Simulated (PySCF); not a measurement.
State search for TeC

Unrestricted PBE0; PySCF, scalar-relativistic core potentials, basis sets Te cc-pVTZ-PP with ECP28, C cc-pVTZ. Outer shells of the fragments: Te 4d10 5s2 5p4; C 2s2 2p2.

Followed along the bond (rough minima from three points):

```tsv
2Ms+1	unpaired	⟨S²⟩ at the start	R at minimum (Å)	Te (eV)
1	none	0.00	1.89	0.00
3	π ↑↑	2.01	2.09	2.10
5	σ ↑, π ↑↑↑	6.01	none in the scan	≤ 3.45
```

Solutions found at the starting distance of 2.030 Å, counted from the lowest of them; the search is not exhaustive and high or unbound solutions are not listed, so other states can lie among these:

```json
{"2Ms+1": "1", "unpaired": "none", "term": "¹Σ⁺", "E (eV)": "0.00", "⟨S²⟩": "0.00", "⟨Lz²⟩": "0.00", "μ (D)": "-2.08"}
{"2Ms+1": "3", "unpaired": "π ↑↑", "term": "mixed", "E (eV)": "1.86", "⟨S²⟩": "2.01", "⟨Lz²⟩": "2.01", "μ (D)": "-2.42"}
{"2Ms+1": "3", "unpaired": "σ ↑, π ↑", "term": "³Π", "E (eV)": "1.89", "⟨S²⟩": "2.22", "⟨Lz²⟩": "1.01", "μ (D)": "-0.98"}
{"2Ms+1": "3", "unpaired": "π ↑↑", "term": "mixed", "E (eV)": "2.35", "⟨S²⟩": "2.01", "⟨Lz²⟩": "2.01", "μ (D)": "-2.09"}
{"2Ms+1": "1", "unpaired": "σ ↓, π ↑", "term": "mixed", "E (eV)": "2.39", "⟨S²⟩": "1.02", "⟨Lz²⟩": "1.04", "μ (D)": "-1.29"}
{"2Ms+1": "1", "unpaired": "π ↑↓", "term": "mixed", "E (eV)": "2.45", "⟨S²⟩": "1.01", "⟨Lz²⟩": "2.02", "μ (D)": "-1.98"}
{"2Ms+1": "5", "unpaired": "σ ↑, π ↑↑↑", "term": "⁵Π", "E (eV)": "3.21", "⟨S²⟩": "6.01", "⟨Lz²⟩": "1.01", "μ (D)": "-1.31"}
{"2Ms+1": "3", "unpaired": "σ ↑, π ↑↑↓", "term": "mixed", "E (eV)": "4.14", "⟨S²⟩": "3.02", "⟨Lz²⟩": "3.03", "μ (D)": "-1.80"}
{"2Ms+1": "5", "unpaired": "π ↑↑↑↑", "term": "⁵Σ⁺", "E (eV)": "4.17", "⟨S²⟩": "6.01", "⟨Lz²⟩": "0.00", "μ (D)": "-4.08"}
{"2Ms+1": "1", "unpaired": "σ ↓, π ↑↑↓", "term": "mixed", "E (eV)": "4.29", "⟨S²⟩": "2.02", "⟨Lz²⟩": "3.03", "μ (D)": "-1.74"}
```

A term symbol is given only where ⟨S²⟩ and ⟨Lz²⟩ are close to those of a pure state; real π, δ and φ orbitals otherwise mix terms. A positive dipole means Te(−)C(+).

Q: Compare the gap between the two lowest followed solutions at the starting distance with the gap between their minima.

A: At PBE0 the second solution (triplet, unpaired electrons π ↑↑) lies +1.86 eV from the first (singlet, closed shell) at 2.030 Å and +2.10 eV at the minima; the two curves relax by different amounts, since their minima lie near 2.09 and 1.89 Å.

Spin–orbit coupling is left out. Counting both spins, an empty level lies below a filled one in some of these solutions, because spin and occupation are held.
